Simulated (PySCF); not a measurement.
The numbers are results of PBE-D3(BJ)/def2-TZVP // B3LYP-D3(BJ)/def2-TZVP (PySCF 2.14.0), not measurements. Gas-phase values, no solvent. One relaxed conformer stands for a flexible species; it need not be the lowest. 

Reference species (SMILES): `C[SiH]([SiH3])[SiH3]` (neutral, multiplicity 1).

```
Item              Value
-------------  --------
LUMO           -1.04 eV
HOMO           -6.66 eV
HOMO–LUMO gap   5.62 eV
```

After one change: the LUMO rises by 0.08 eV; the HOMO falls by 0.05 eV; the HOMO–LUMO gap increases by 0.13 eV.

Name the change that produced these shifts. The new species is one of these.
(A) `C[SiH2][SiH2][SiH3]` (C–Si–Si–Si torsion 59°)
(B) `[SiH3]C[SiH2][SiH3]` (Si–C–Si–Si torsion 56°)
(C) `[SiH3]C([SiH3])[SiH3]`

A, `C[SiH2][SiH2][SiH3]` (C–Si–Si–Si torsion 59°)
